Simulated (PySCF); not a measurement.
CH₅GaO₂, SMILES C[O][GaH][OH]. Coordinates come from a PBE0-D3(BJ)/def2-SVP optimisation. The structure was generated by enumeration; whether it is a known compound was not checked. The values are those of a single conformer.

Computed equilibrium geometry at PBE0-D3(BJ)/def2-SVP (PySCF confirms it by a frequency run) as a Z-matrix, and its point group (one conformer of several):
point group Cs.
```
O
C 1 1.3999
H 2 1.1049 1 113.33
H 2 1.1050 3 107.79 1 122.24
H 2 1.1050 3 107.79 4 115.52
Ga 1 1.7721 2 124.68 3 0.00
O 6 1.7842 1 112.68 2 0.00
H 7 0.9618 6 114.93 1 180.00
H 6 1.5486 1 120.43 2 180.00
```
